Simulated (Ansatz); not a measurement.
Conformers of F$_{2}$H$_{4}$O$_{2}$Si$_{2}$ (`O[Si](O)(F)[SiH2]F`), each relaxed with PBE0-D4/def2-TZVP in Ansatz. CBS adds the triple-zeta coupled-cluster correction to the MP2 limit.

Not all of them had a frequency check.

Conformer A:

```xyz
10

O     0.210   -1.009    1.650
Si    0.006    0.287    0.676
O    -1.477    0.892    0.939
F     1.141    1.349    1.052
Si    0.141   -0.176   -1.616
F     1.558   -0.886   -1.896
H     1.103   -1.304    1.838
H    -1.825    0.908    1.833
H     0.072    1.055   -2.442
H    -0.929   -1.116   -2.035
```

Conformer B:

Cartesian coordinates in Å:
```
O -1.074 -0.369 1.529
Si -0.721 0.305 0.088
O -1.562 -0.348 -1.151
F -1.170 1.832 0.073
Si 1.601 0.152 -0.184
F 1.924 -1.359 -0.638
H -1.989 -0.419 1.816
H -1.436 -1.280 -1.339
H 2.350 0.429 1.066
H 2.078 1.058 -1.260
```

(1) Which is lowest in electronic energy at CCSD(T)/CBS (frozen core, def2 sets), and by how much? (An estimate is asked.)

(2) Give the energies relative to A (kJ/mol) with B3LYP-D4/def2-TZVPP, ωB97M-V/def2-TZVPP, CCSD(T)/def2-TZVPP, HF/def2-QZVPP, MP2/def2-QZVPP, SCS-MP2/def2-QZVPP, MP2/CBS(def2). (Estimate.)

Results:

(1) Ansatz gave: A; B lies 2.5 kJ/mol higher.

(2) Computed: 
```tsv
level	B
B3LYP-D4/def2-TZVPP	2.9
ωB97M-V/def2-TZVPP	2.9
CCSD(T)/def2-TZVPP	2.7
HF/def2-QZVPP	3.3
MP2/def2-QZVPP	2.5
SCS-MP2/def2-QZVPP	2.6
MP2/CBS(def2)	2.5
```

B3LYP here is the variant with VWN-RPA as its local correlation; programs differ in this.
